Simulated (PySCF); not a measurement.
**How methods differ on the ionisation energy of Hg+**

Hg+ [Xe] 4f14 5d10 6s1 (2S) → Hg(2+) [Xe] 4f14 5d10 (1S), as a difference of total energies. All numbers are calculated (PySCF 2.14, scalar relativity through the core potential, in def2-SVP with the def2 core potential (60 electrons) (6s3p2d1f, 32 functions)). Correlated levels: valence: 5s2 5p6 frozen. The calculations carry no spin-orbit coupling.

```json
{"method": "UHF", "ionisation energy (eV)": "17.160", "error (eV)": "-1.597"}
{"method": "M06-L", "ionisation energy (eV)": "18.346", "error (eV)": "-0.411"}
{"method": "LDA", "ionisation energy (eV)": "19.616", "error (eV)": "+0.859"}
{"method": "MP2 (valence)", "ionisation energy (eV)": "18.444", "error (eV)": "-0.313"}
{"method": "SCS-MP2 (valence)", "ionisation energy (eV)": "18.280", "error (eV)": "-0.477"}
{"method": "CCSD (valence)", "ionisation energy (eV)": "18.286", "error (eV)": "-0.471"}
{"method": "CCSD(T) (valence)", "ionisation energy (eV)": "18.303", "error (eV)": "-0.454"}
```

Reference: 18.757 eV (measured; NIST Atomic Spectra Database, ionization energies).

Errors of the correlated levels include the incompleteness of this basis and the frozen core.
